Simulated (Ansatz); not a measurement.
## Nudged elastic band run: C$_{3}$H$_{5}$BrO

The input (input.yaml):

```yaml
crystal:
  periodic: [false, false, false]
  atoms:
    - { symbol: O, position_ang: [0.300505, -1.908814, 0.726357] }
    - { symbol: C, position_ang: [0.773017, -0.770344, 0.023382] }
    - { symbol: C, position_ang: [-0.352759, 0.096296, -0.478242] }
    - { symbol: C, position_ang: [-0.47612, 1.393273, -0.148187] }
    - { symbol: Br, position_ang: [-1.885098, 2.510487, -0.741503] }
    - { symbol: H, position_ang: [-0.249639, -1.576292, 1.460334] }
    - { symbol: H, position_ang: [1.347132, -1.170004, -0.841128] }
    - { symbol: H, position_ang: [1.488429, -0.154926, 0.624073] }
    - { symbol: H, position_ang: [-1.106401, -0.394321, -1.117875] }
    - { symbol: H, position_ang: [0.244034, 1.923446, 0.495589] }
basis:
  gaussian: { orbitals: def2-SVP }
hamiltonian:
  xc: pbe
neb:
  order_check: false
  images: 3
  f_tol: 0.03
  max_iterations: 60
  initial_path: idpp
  climbing: false
  final_atoms:
    - { symbol: O, position_ang: [0.37980536, -1.62318295, 1.15883294] }
    - { symbol: C, position_ang: [0.76238695, -0.70615003, 0.1449575] }
    - { symbol: C, position_ang: [-0.38575882, 0.13286038, -0.36041859] }
    - { symbol: C, position_ang: [-0.4455991, 1.46459856, -0.19738901] }
    - { symbol: Br, position_ang: [-1.87341438, 2.54716164, -0.81470853] }
    - { symbol: H, position_ang: [-0.26688228, -2.24050883, 0.76979467] }
    - { symbol: H, position_ang: [1.24122802, -1.22632462, -0.7235708] }
    - { symbol: H, position_ang: [1.54149825, -0.05333415, 0.59058705] }
    - { symbol: H, position_ang: [-1.20780057, -0.39237532, -0.8794941] }
    - { symbol: H, position_ang: [0.33763657, 2.04605632, 0.31420887] }
```

Launched with:

```bash
$ ansatz run input.yaml --threads 2 --pin off --max-ram 3072MiB --backend cpu --events-out ev --progress --plain --runs-dir out
```

Output, in part (warnings, iteration lines, the closing report on the highest movable image, with atoms numbered from 0):

```
NEB end point (image 0): max|allowed force component| = 1.020e-2 eV/Å (the criterion of neb.relax_end_points is 1.000e-2)
NEB end point (image 4): max|allowed force component| = 1.066e-2 eV/Å (the criterion of neb.relax_end_points is 1.000e-2)
NEB iter   1: max|band force component| = 5.145e-1 eV/Å  barrier→ = 0.1610 eV  barrier← = 0.0928 eV  Δτ_max = 0.0962 Å  (142 SCF iters)
NEB iter   2: max|band force component| = 1.628e-1 eV/Å  barrier→ = 0.1099 eV  barrier← = 0.0417 eV  Δτ_max = 0.0619 Å  (91 SCF iters)
NEB iter   3: max|band force component| = 1.016e-1 eV/Å  barrier→ = 0.1019 eV  barrier← = 0.0337 eV  Δτ_max = 0.0465 Å  (91 SCF iters)
NEB iter   4: max|band force component| = 9.991e-2 eV/Å  barrier→ = 0.1013 eV  barrier← = 0.0331 eV  Δτ_max = 0.0240 Å  (93 SCF iters)
NEB iter   5: max|band force component| = 3.629e-2 eV/Å  barrier→ = 0.1003 eV  barrier← = 0.0321 eV  Δτ_max = 0.0017 Å  (96 SCF iters)
NEB iter   6: max|band force component| = 1.797e-2 eV/Å  barrier→ = 0.1003 eV  barrier← = 0.0321 eV  Δτ_max = 0.0000 Å  (156 SCF iters)
Total energy: -75255.54215151 eV, -2765.5901640293 hartree
Atom 0 at     0.412636    -1.831704     0.906021 Å, force    -0.001267    -0.041545    -0.016965 eV/Å
Atom 1 at     0.790477    -0.765315     0.045043 Å, force     0.009521     0.015357    -0.022412 eV/Å
Atom 2 at    -0.360241     0.107113    -0.370412 Å, force     0.001029    -0.001337    -0.000911 eV/Å
Atom 3 at    -0.409062     1.425981    -0.113544 Å, force     0.000147    -0.007395     0.002198 eV/Å
Atom 4 at    -1.829577     2.556525    -0.648433 Å, force    -0.000937    -0.005094     0.000373 eV/Å
Atom 5 at    -0.553563    -1.795111     1.015881 Å, force    -0.010998     0.041125     0.035262 eV/Å
Atom 6 at     1.259715    -1.191495    -0.876297 Å, force     0.009637     0.011031    -0.004544 eV/Å
Atom 7 at     1.575235    -0.144869     0.538138 Å, force    -0.006326    -0.005028     0.010364 eV/Å
Atom 8 at    -1.188796    -0.377442    -0.918664 Å, force     0.002616    -0.003894    -0.005587 eV/Å
Atom 9 at     0.386278     1.965120     0.425068 Å, force    -0.003422    -0.003219     0.002221 eV/Å
Dipole moment:    -0.054049     0.034431    -0.059165 e Å
```

The forces met the threshold. No image climbed, so the highest image needn't sit at the top of the path. So few images can step over the top or miss a turn of the path.

Final band (atoms are numbered from 1 in the order of the input):

```csv
image,path coordinate (Å),energy (eV),dihedral H6–O1–C2–C3 (°)
0,0.00,0.000,-58
1,0.37,0.033,-34
2,0.74,0.100,3
3,1.11,0.084,38
4,1.47,0.068,62
```

The run took 65 s on 2 threads of Intel(R) Xeon(R) Platinum 8175M CPU @ 2.50GHz (Skylake/Cascade Lake) (shared host), peak memory 0.17 GiB.
